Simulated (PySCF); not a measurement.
C₇H₇F.
SMILES with atom numbers: `[CH:1]#[C:2][C@@H:3]1[CH:4]=[CH:5][C@H:6]([F:7])[CH2:8]1` (hydrogens: H9 on C1; H10 on C3; H11 on C4; H12 on C5; H13 on C6; H14, H15 on C8)

Computed with PySCF 2.14.0, PBE0-D3(BJ)/def2-SVP geometry optimisation, gas phase.

Question: Give the optimised bond lengths and angles.

Answer: 
| bond | length (bohr) | order |
| --- | --- | --- |
| C1≡C2 | 2.288 | triple |
| C2–C3 | 2.757 | single |
| C3–C4 | 2.862 | single |
| C4=C5 | 2.521 | double |
| C5–C6 | 2.833 | single |
| C6–F7 | 2.605 | single |
| C6–C8 | 2.887 | single |
| C3–C8 | 2.921 | single |
| C1–H9 | 2.030 | single |
| C3–H10 | 2.093 | single |
| C4–H11 | 2.063 | single |
| C5–H12 | 2.064 | single |
| C6–H13 | 2.092 | single |
| C8–H14 | 2.075 | single |
| C8–H15 | 2.079 | single |

Orders are formal, as drawn. A selection of angles:
| angle | degrees |
| --- | --- |
| C2–C1–H9 | 179.6 |
| C1–C2–C3 | 179.8 |
| C2–C3–C4 | 114.6 |
| C2–C3–C8 | 114.6 |
| C2–C3–H10 | 107.3 |
| C4–C3–C8 | 102.3 |
| C4–C3–H10 | 108.3 |
| C8–C3–H10 | 109.4 |
| C3–C4–C5 | 111.7 |
| C3–C4–H11 | 122.1 |
| C5–C4–H11 | 126.2 |
| C4–C5–C6 | 111.5 |
| C4–C5–H12 | 126.1 |
| C6–C5–H12 | 122.4 |
| C5–C6–F7 | 112.5 |
| C5–C6–C8 | 103.5 |
| C5–C6–H13 | 110.8 |
| F7–C6–C8 | 111.2 |
| F7–C6–H13 | 106.4 |
| C8–C6–H13 | 112.5 |
| C6–C8–H14 | 114.2 |
| C6–C8–H15 | 106.5 |
| C3–C8–C6 | 105.2 |
| C3–C8–H14 | 113.2 |
| C3–C8–H15 | 109.1 |
| H14–C8–H15 | 108.3 |

Torsions: C2–C3–C4–C5 -139° (anticlinal); C3–C4–C5–C6 0° (synperiplanar); C4–C5–C6–F7 135° (anticlinal); C5–C6–C8–C3 -23° (synperiplanar); C2–C3–C8–C6 147° (anticlinal).

The 5-membered ring C3–C4–C5–C6–C8 has internal angles of 102.3° to 111.7° (sum 534°, against 540° for a flat polygon); it is puckered, 0.11 Å rms from its mean plane, widest ring torsion 23°. The C–C distances run from 1.211 Å (C1≡C2, drawn triple) to 1.546 Å (C3–C8, drawn single), a spread of 0.335 Å.

Point group: C1 (no symmetry element, even within 0.4 Å). No frequency check. The numbers are those of one conformer.
